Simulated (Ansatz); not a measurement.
A search over several starts for the lowest SCF solution of MoS₃⁻ at the given spin, in a small basis.

```yaml
crystal:
  periodic: [false, false, false]
  atoms:
    - {symbol: Mo, position_ang: [0.004679, 0.079142, 0.107776]}
    - {symbol: S, position_ang: [1.842242, -0.020467, 1.258544]}
    - {symbol: S, position_ang: [-1.794417, 1.256342, 0.406208]}
    - {symbol: S, position_ang: [-0.052505, -1.315016, -1.772528]}
basis:
  gaussian: {orbitals: def2-SVP, initial_orbitals: start.molden}
total_charge: -1
magnetization: {spin_polarized: true, initial_magnetization: 3}
hamiltonian: {xc: pbe0, dispersion: d4}
output: {orbitals: {seedname: orbitals}}
```

The file start.molden holds the orbitals of an earlier run on this structure, at another level or in another basis.

```sh
$ ansatz run in.yaml --threads 4 --pin off --events-out ev --progress --plain --max-ram 3916MiB
```

Shortened log:

```
Functional definition: PBE0
801 factors; integrals over basis functions are off by at most 8.2e-4 eV
mean field evaluation 1: about -34343.6794 eV, gradient 4.1e0 eV
mean field evaluation 2: about -34343.7538 eV, gradient 7.1e-2 eV
mean field evaluation 4: about -34343.8297 eV, gradient 8.9e-4 eV
mean field evaluation 8: about -34343.8297 eV, gradient 2.3e-5 eV
mean field evaluation 16: about -34343.7419 eV, gradient 4.6e-1 eV
mean field evaluation 32: about -34343.8297 eV, gradient 1.8e-4 eV
mean field -34343.82969891 eV, -1262.1124623512 hartree, gradient 1.2e-5 eV, S^2 3.778755; 7 other end points of the search recorded, 0 dependent functions left out
reference -34343.82973818 eV, -1262.1124637942 hartree; 33, 30 occupied and 52, 55 virtual orbitals, 801 factors
Total energy: -34344.01185237 eV, -1262.1191563672 hartree
```

Hardware: 4 threads of Arm Neoverse V2 on a shared host. Wall time 4 s.

In the def2 sets Mo takes a core potential; there is no spin–orbit coupling. At PBE0-D4/def2-TZVPD a doublet of charge -1 lies 1.68 eV below the quartet, each at its own geometry. The structure comes from a short search, and lower isomers may exist.
